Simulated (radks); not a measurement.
Results of a calculation; reference values are marked as such.
Orbital eigenvalues (eV) of the ytterbium ion Yb2+, [Xe] 4f14, at several levels of relativity; Dirac values are averaged over j with weights 2j + 1. Spin-unpolarised spherical Kohn-Sham, LDA (Slater exchange, Perdew-Wang correlation), point nucleus unless stated (finite: rms radius 5.3108 fm), a radial shooting solver on a logarithmic mesh with Libxc functionals. A level marked "c x" has the speed of light scaled by that factor and shares open shells by 2j + 1; other Dirac levels either fill j = l - 1/2 first or share by 2j + 1.

| shell | non-rel. | scalar-rel. | Dirac, low j first | Dirac, 2j+1 shares, finite nucleus | change of magnitude, last against first (%) |
|---|---|---|---|---|---|
| 2p | -8808.2 | -9156.3 | -9191.5 | -9191.6 | +4.35 |
| 3s | -2067.9 | -2351.1 | -2346.7 | -2346.1 | +13.46 |
| 3p | -1883.4 | -1981.3 | -1988.7 | -1988.7 | +5.59 |
| 3d | -1538.6 | -1530.3 | -1527.2 | -1527.2 | -0.74 |
| 4s | -403.52 | -473.70 | -472.82 | -472.68 | +17.14 |
| 4p | -328.58 | -352.27 | -354.26 | -354.27 | +7.82 |
| 4d | -192.99 | -192.47 | -192.09 | -192.09 | -0.46 |
| 5s | -59.934 | -70.015 | -69.887 | -69.866 | +16.57 |
| 5p | -40.308 | -42.422 | -42.717 | -42.718 | +5.98 |
| 4f | -21.868 | -17.961 | -17.924 | -17.926 | -18.03 |
| 5d (empty) | -13.971 | -13.568 | -13.571 | -13.571 | -2.86 |
| 6s (empty) | -13.861 | -15.258 | -15.259 | -15.256 | +10.07 |
